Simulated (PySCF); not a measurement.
Run record: core-ionisation job, `[CH3][GeH3]`.

Computed with delta-SCF UKS SCAN, pcX-2 on the ionised atom, pcseg-1 elsewhere, spin-free X2C (PySCF 2.14.0). Geometry: PBE0-D3(BJ)/def2-SVP. A driver script takes a list of jobs; this job's settings line and coordinates (Å) are shown.

Input:
```
{"job": {"kind": "xps"}, "charge": 0, "multiplicity": 1}
C     -1.025036    -0.116141     0.016858
Ge     0.914206     0.107753    -0.026151
H     -1.477404     0.591631     0.726171
H     -1.285766    -1.137836     0.328172
H     -1.453390     0.065484    -0.979302
H      1.281090     1.544118    -0.448600
H      1.545909    -0.874437    -1.032410
H      1.518502    -0.161752     1.366142
```

Question: What does the run print?

Answer: 
```
ground state, core basis on atom 0 (C), 102 functions
  cycle   1  E = -2135.63085878  |g| = 3.79e-01
  cycle   2  E = -2135.59206597  |g| = 5.28e-01
  cycle   3  E = -2135.66661272  |g| = 4.05e-02
  cycle   4  E = -2135.66712239  |g| = 1.11e-02
  cycle   5  E = -2135.66715563  |g| = 3.61e-03
  cycle   6  E = -2135.66716079  |g| = 1.10e-03
  cycle   7  E = -2135.66716032  |g| = 7.65e-05
  E(ground) = -2135.79825226 Eh
hole in C 1s of atom 0
  cycle   1  E = -2124.42492951  |g| = 1.50e+00
  cycle   2  E = -2123.85169470  |g| = 1.74e+00
  cycle   3  E = -2124.95977308  |g| = 2.96e-01
  cycle   4  E = -2124.99390569  |g| = 5.21e-02
  cycle   5  E = -2124.99488531  |g| = 1.13e-02
  cycle   6  E = -2124.99494520  |g| = 5.72e-03
  cycle   7  E = -2124.99496769  |g| = 1.40e-03
  cycle   8  E = -2124.99496880  |g| = 5.92e-04
  cycle   9  E = -2124.99496924  |g| = 7.64e-05
  E(ion) = -2125.12538582 Eh   <S^2> = 0.7684   hole on atom = 1.000   binding energy = 290.423 eV
```

Cycles run on a coarse grid; E(ground) and E(ion) are re-evaluated on a finer one, so they differ from the last cycle. Atoms in this output count from 0.

Question: How does the 1s binding energy of C1 follow from the two total energies?

Answer: E(ion) − E(ground) = -2125.12538582 − (-2135.79825226) = 10.672866 Eh, times 27.211386 eV gives 290.42 eV.

Summary of the converged run: C1s of C1 290.42 eV.

Geometry: PBE0-D3(BJ)/def2-SVP; no solvent, vibrations or thermal averaging.

Question: How long does this job take on one thread of an x86-64 server, no GPU, on a shared host?

Answer: About 7.0 s.
Labels such as C1 count atoms from 1, the log's own numbers from 0.
